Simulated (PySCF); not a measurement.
PySCF input for CH₃BeBr, SMILES [CH3][Be][Br], C-PCM-ωB97X/def2-SVP. Geometry: ωB97X-D3(BJ)/def2-TZVP.

```python
import numpy as np
from pyscf import gto, scf, dft
from pyscf.solvent import pcm

mol = gto.M(
    atom='''
    Be   -0.00000000   -0.00000000    1.09445702
    Br    0.00000000    0.00000000   -0.87255992
    C     0.00000000    0.00000000    2.77242190
    H    -0.88166593   -0.50903006    3.17574591
    H     0.00000001    1.01806012    3.17574591
    H     0.88166592   -0.50903007    3.17574592
    ''',
    basis='def2-SVP',
    charge=0,
    spin=0,
    max_memory=1600,
    verbose=3,
)
mf = dft.RKS(mol, xc='wb97x').density_fit(auxbasis='def2-universal-jkfit')
mf.grids.level = 3
mf.conv_tol = 1e-9
mf.max_cycle = 100
mf.kernel()
res = {}
for name, eps in {'water': 78.355, 'ethylethanoate': 5.9867, '1-octanol': 9.8629}.items():
    s = mf.PCM()
    s.with_solvent.method, s.with_solvent.eps, s.with_solvent.lebedev_order = 'C-PCM', eps, 29
    s.kernel(mf.make_rdm1())
    res[name] = (s.e_tot, eps, s.dip_moment(), s.mo_energy, s.converged)
    print(f'{name}: electrostatic solvation free energy {(s.e_tot - mf.e_tot) * 627.509474:.3f} kcal/mol')
```

Log of the run:

```
converged SCF energy = -2628.54366965111

WARN: PCM is an experimental feature. It is still in testing.
Features and APIs may be changed in the future.

converged SCF energy = -2628.54974629687
Dipole moment(X, Y, Z, Debye): -0.00000,  0.00005,  1.52788
water: electrostatic solvation free energy -3.813 kcal/mol

WARN: PCM is an experimental feature. It is still in testing.
Features and APIs may be changed in the future.

converged SCF energy = -2628.54865848658
Dipole moment(X, Y, Z, Debye): -0.00000,  0.00004,  1.46212
ethylethanoate: electrostatic solvation free energy -3.131 kcal/mol

WARN: PCM is an experimental feature. It is still in testing.
Features and APIs may be changed in the future.

converged SCF energy = -2628.54911378502
Dipole moment(X, Y, Z, Debye): -0.00000,  0.00004,  1.48958
1-octanol: electrostatic solvation free energy -3.416 kcal/mol
```

Self-consistency was reached.

Cost: around 30 core-seconds (rough).
